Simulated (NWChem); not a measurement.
Species: GaI2Cl; SMILES [Cl][Ga]([I])[I]

def2 effective core potentials on I; no spin-orbit coupling.

Give the equilibrium geometry at PBE0/def2-SVP with def2 effective core potentials on I (NWChem) as a list of bonds and angles, with the point group.

point group C2v; any orientation.
Bonds (Å): Ga1–Cl2 2.137, Ga1–I3 2.465, Ga1–I4 2.465. Angles (°): Cl2–Ga1–I3 119.1, Cl2–Ga1–I4 119.1, I3–Ga1–I4 121.9.
